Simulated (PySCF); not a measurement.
Predicted microwave data (PBE0-D3(BJ)/def2-SVP geometry optimisation, gas phase in PySCF 2.14.0) for one isomer of C6H10O:

```
Rotational constants : A = 10053, B = 979.6, C = 902.9 MHz
Dipole components    : |μa| = 0.16 D, |μb| = 1.24 D, |μc| = 0.07 D
Inertial defect      : -6.48 u·Å²
κ                    : -0.98
```

Question: Which candidate fits, each taken in the one conformer that was computed?
A. `[OH:1][C@H:2]1[CH2:3][CH:4]=[CH:5][CH2:6][CH2:7]1` with H–O1–C2–C3 -64°, O1–C2–C3–C4 170°, C2–C3–C4–C5 -14°, C4–C5–C6–C7 -14°, C5–C6–C7–C2 45° (3-cyclohexen-1-ol)
B. `[CH2:1]=[CH:2]/[CH:3]=[CH:4]\[CH2:5][O:6][CH3:7]` with C1–C2–C3–C4 180°, C3–C4–C5–O6 -177°, C4–C5–O6–C7 180°
C. `[CH2:1]=[CH:2][C:3](=[CH2:4])[CH2:5][O:6][CH3:7]` with C1–C2–C3–C4 180°, C2–C3–C5–O6 180°, C3–C5–O6–C7 180°

Answer: B. It is C=C/C=C\COC, a near-prolate asymmetric top. The candidates at the same level (rigid rotor, commonest isotopes):

```
        SMILES  A (MHz)  B (MHz)  C (MHz)  μa (D)  μb (D)  μc (D)  Δ (u·Å²)  point group                        rotor
   C=CC(=C)COC     4974     1556     1203    0.34    1.15    0.00     -6.40           Cs               asymmetric top
   C=C/C=C\COC    10053    979.6    902.9    0.16    1.24    0.07     -6.48      near Cs  near-prolate asymmetric top
O[C@H]1CC=CCC1     4603     2362     1673    0.98    0.06    1.08    -21.71           C1               asymmetric top
```

`O[C@H]1CC=CCC1` has B 141 % too high; `C=CC(=C)COC` has B 59 % too high. No structure here is proved a minimum.
